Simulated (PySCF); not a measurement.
Input of a run (PBE0-D3(BJ)/def2-SVP geometry optimisation, gas phase (PySCF 2.14.0)), started from GFN2-xTB:
```
{"job": {"xc": "PBE0", "basis": "def2-SVP", "d3": "d3bj", "grid": 1, "shake": 0.01, "kind": "geom"}, "charge": 0, "multiplicity": 1}
N      2.898960    -1.207060    -0.381500
C      2.018380    -0.438680    -0.230840
Ge     0.526320     0.752770     0.023040
Si    -1.451220    -0.417170     0.078700
H      0.973830     1.494350     1.261210
H      0.766010     1.762520    -1.076850
H     -1.653640    -1.120470    -1.189210
H     -2.566300     0.531650     0.278880
H     -1.454530    -1.375070     1.202860
```

Output (energies in Eh, forces in Eh/bohr):
```
step   0  E = -2461.41277120  max force = 0.035261
step   1  E = -2461.41751991  max force = 0.012244
step   2  E = -2461.41826140  max force = 0.005632
step   3  E = -2461.41846765  max force = 0.001338
step   4  E = -2461.41850659  max force = 0.000852
step   5  E = -2461.41855876  max force = 0.000834
step   6  E = -2461.41856492  max force = 0.000257
optimisation converged
```

Problem. Summarise the run.

Solution. The energy falls by 3.6 kcal/mol over 7 energy and gradient evaluations, the largest force component goes from 0.0353 to 2.6e-04 Eh/bohr, and the atoms move by 0.072 Å rms after alignment. The bond that changes most is Ge3–Si4 (ends: germanium bonded to C, Si and 2 H; SiH3 silicon), which lengthens by 0.086 Å. Bonds longer at the end by more than 0.005 Å: 6 of 8; shorter: 1. Among the angles that change most is H5–Ge3–H6, from 102.8° to 110.3°. The energy never rose by more than 1e-6 Eh on the way. The first step brought 82 % of the lowering.

Problem. What are the final bond lengths?

Solution. N1≡C2 1.160 Å, C2–Ge3 1.930 Å, Ge3–Si4 2.384 Å, Ge3–H5 1.535 Å, Ge3–H6 1.535 Å, Si4–H7 1.491 Å, Si4–H8 1.493 Å, Si4–H9 1.491 Å. Numbering counts from 1 in the input's order; the species is `N#[C][GeH2][SiH3]`.

The run used 103 basis functions and 47 SCF cycles in all. On one thread, Arm Neoverse N1 (aarch64) (shared host), this took 48 s wall and 0.42 GiB of memory at its peak.

No PBE0-D3(BJ)/def2-SVP frequencies stand behind this structure, so it isn't proved a minimum.
